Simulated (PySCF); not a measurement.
Order these species by their calculated properties.

All species are isolated and taken at one optimised geometry, non-relativistic unless stated; the electronic structure was computed with PySCF and density fitting.

Dipoles, sizes and rotational constants follow the conformer. The torsions of the flexible species, by atom-mapped SMILES:
- `[H]/[P:5]=[P:4]\[CH2:3][O:2][CH3:1]`: C1–O2–C3–P4 -76°, O2–C3–P4–P5 -27°
- `[CH3:1][NH2+:2][C@@H:3]1[CH2:4][C@H:5]1[CH3:6]`: C1–N2–C3–C4 156°

Question: Rank by lowest triplet excitation (Tamm–Dancoff), highest first (TDA PBE0/def2-SVPD at GFN2-xTB geometries).
A. `n1(ncnc1)C`
B. `CN1C=CN=N1`
C. `Cn1cnnc1`
D. `P(=P/COC)/[H]`
E. `C[NH2+][C@@H]1C[C@H]1C`

Answer: E (7.34 eV), C (5.03 eV), A (4.89 eV), B (4.74 eV), D (2.10 eV).

Question: Rank by HOMO–LUMO gap, highest first (PBE0/def2-SVPD at GFN2-xTB geometries).
A. `Cn1cncn1`
B. `Cn1ccnn1`
C. `C/C(Cl)=C\Cl`
D. `[H]/P=P\COC`
E. `C1CN[SiH2]C1`
F. `C[NH2+][C@@H]1C[C@H]1C`
G. `Cn1cnnc1`

Answer: F (8.50 eV), A (7.77 eV), B (7.45 eV), G (7.29 eV), E (7.10 eV), C (6.79 eV), D (4.58 eV).

Give the two extremes of that set in kcal/mol.

`[H]/P=P\COC`: 106 kcal/mol; `C[NH2+][C@@H]1C[C@H]1C`: 196 kcal/mol.

Question: Rank by electronic spatial extent ⟨r²⟩ about the centre of nuclear charge, highest first (PBE0/def2-SVPD at GFN2-xTB geometries).
A. `C1CN[SiH2]C1`
B. `CN1C=CN=N1`
C. `[H]/P=P\COC`
D. `C/C(Cl)=C\Cl`
E. `C[NH2+][C@@H]1C[C@H]1C`

Answer: D (818 bohr²), C (723 bohr²), E (712 bohr²), A (515 bohr²), B (462 bohr²).

Question: Rank by static isotropic polarisability, lowest first (PBE0/def2-SVPD at GFN2-xTB geometries).
A. `C[NH2+][C@@H]1C[C@H]1C`
B. `Cl/C=C(\C)Cl`
C. `c1cn(nn1)C`
D. `[H]/P=P\COC`

Answer: C (54.1 au), A (61.9 au), B (66.3 au), D (82.0 au).

Give the two extremes of that set as polarisability volumes in Å³.

`Cn1ccnn1`: 8.02 Å³; `[H]/P=P\COC`: 12.15 Å³.

Question: Rank by lowest singlet excitation, lowest first (TDDFT PBE0/def2-SVPD at GFN2-xTB geometries).
A. `[H]/P=P\COC`
B. `CN1C=NC=N1`
C. `Cn1ccnn1`
D. `C[NH2+][C@@H]1C[C@H]1C`

Answer: A (3.24 eV), C (5.72 eV), B (6.21 eV), D (7.41 eV).

By how much do the two ends of that ranking differ?

By 4.17 eV, between `C[NH2+][C@@H]1C[C@H]1C` and `[H]/P=P\COC`.

Question: Rank by dipole moment, lowest first (PBE0/def2-SVPD at GFN2-xTB geometries).
A. `Cn1cncn1`
B. `C/C(Cl)=C\Cl`
C. `CN1C=NN=C1`
D. `Cn1ccnn1`

Answer: B (0.73 D), A (3.32 D), D (4.64 D), C (6.18 D).

By how much do the two ends of that ranking differ?

By 5.45 D, between `Cn1cnnc1` and `C/C(Cl)=C\Cl`.
